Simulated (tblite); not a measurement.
Compound: C₆H₇F₃OSi.
Atom-mapped SMILES: `[CH:1]#[C:2][CH2:3][Si@H:4]([O:5][CH:6]=[CH2:7])[C:8]([F:9])([F:10])[F:11]` (hydrogens: H12 on C1; H13, H14 on C3; H15 on Si4; H16 on C6; H17, H18 on C7)

Computed with GFN2-xTB (tblite), gas phase: L-BFGS steps from a force-field or distance-geometry start until the largest atomic force falls under 0.01 eV/Å.

At the end of the run (lengths in Å): Si4–O5 1.619, Si4–C8 1.941, C3–Si4 1.908, O5–C6 1.353, C8–F9 1.347, C3–H13 1.096, C8–F10 1.348, Si4–O5–C6 134.0°, O5–Si4–C8 100.1°, Si4–C8–F9 114.0°, C3–Si4–C8 106.3°, C2–C3–Si4–O5 167°, C3–Si4–O5–C6 71°, Si4–O5–C6–C7 3°, H15–Si4–O5–C6 -63°, H15–Si4–C3–C2 -59°.

Task: These geometries were met on the way; a selection of coordinates is given. Order them by energy above the end point, lowest first.
A. Si4–O5 1.740, Si4–C8 1.862, C3–Si4 1.845, O5–C6 1.402, C8–F9 1.391, C3–H13 1.131, C8–F10 1.378, Si4–O5–C6 115.6°, O5–Si4–C8 107.7°, Si4–C8–F9 106.7°, C3–Si4–C8 113.0°, C2–C3–Si4–O5 113°, C3–Si4–O5–C6 135°, Si4–O5–C6–C7 -49°, H15–Si4–O5–C6 15°, H15–Si4–C3–C2 -128°
B. Si4–O5 1.613, Si4–C8 1.947, C3–Si4 1.911, O5–C6 1.350, C8–F9 1.353, C3–H13 1.093, C8–F10 1.346, Si4–O5–C6 140.5°, O5–Si4–C8 99.5°, Si4–C8–F9 112.0°, C3–Si4–C8 107.7°, C2–C3–Si4–O5 122°, C3–Si4–O5–C6 112°, Si4–O5–C6–C7 -6°, H15–Si4–O5–C6 -24°, H15–Si4–C3–C2 -103°
C. Si4–O5 1.616, Si4–C8 1.954, C3–Si4 1.916, O5–C6 1.360, C8–F9 1.359, C3–H13 1.096, C8–F10 1.346, Si4–O5–C6 135.4°, O5–Si4–C8 105.0°, Si4–C8–F9 109.2°, C3–Si4–C8 111.5°, C2–C3–Si4–O5 119°, C3–Si4–O5–C6 134°, Si4–O5–C6–C7 -43°, H15–Si4–O5–C6 4°, H15–Si4–C3–C2 -109°
D. Si4–O5 1.632, Si4–C8 1.935, C3–Si4 1.895, O5–C6 1.372, C8–F9 1.352, C3–H13 1.088, C8–F10 1.344, Si4–O5–C6 118.8°, O5–Si4–C8 107.4°, Si4–C8–F9 106.6°, C3–Si4–C8 110.5°, C2–C3–Si4–O5 113°, C3–Si4–O5–C6 135°, Si4–O5–C6–C7 -45°, H15–Si4–O5–C6 12°, H15–Si4–C3–C2 -123°
E. Si4–O5 1.621, Si4–C8 1.954, C3–Si4 1.915, O5–C6 1.367, C8–F9 1.358, C3–H13 1.098, C8–F10 1.346, Si4–O5–C6 125.4°, O5–Si4–C8 104.8°, Si4–C8–F9 110.5°, C3–Si4–C8 112.5°, C2–C3–Si4–O5 116°, C3–Si4–O5–C6 134°, Si4–O5–C6–C7 -44°, H15–Si4–O5–C6 7°, H15–Si4–C3–C2 -118°

Result: B (0.097 eV), C (0.159 eV), E (0.262 eV), D (0.433 eV), A (0.889 eV).

```tsv
step	E above end (eV)	rms distance from the end, all atoms (Å)	largest force (eV/Å)	rms shift of all bonds from the end (Å)
56	0.097	0.777	0.090	0.003
21	0.159	0.861	0.248	0.006
11	0.262	0.891	0.263	0.006
3	0.433	0.905	0.750	0.008
0	0.889	0.910	3.277	0.045
```

Rows stand in the order of the answer.
